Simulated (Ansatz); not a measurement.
A structure relaxed at PBE0-D4/def2-TZVP, charge 0, multiplicity 1:

Cartesian coordinates in Å:
```
O 0.247 -0.638 0.925
Si -0.871 0.240 0.099
Ga 1.268 -0.082 -0.592
H -1.355 1.503 0.720
H -2.039 -0.486 -0.469
H 2.751 -0.537 -0.684
```

Question: Give its formula and SMILES.

Answer: GaH3OSi, `[O]1[SiH2][GaH]1`.

Question: Point group (tolerance 0.08 Å, 0.16 Å for H)?

Answer: Cs.

Question: Summarise the bond lengths by kind.

Answer: 1 × O–Si 1.645 Å; 1 × Ga–O 1.911 Å; 1 × Ga–Si 2.271 Å; 2 × H–Si 1.488 Å; 1 × Ga–H 1.554 Å.

Program: Ansatz 0.2.0.
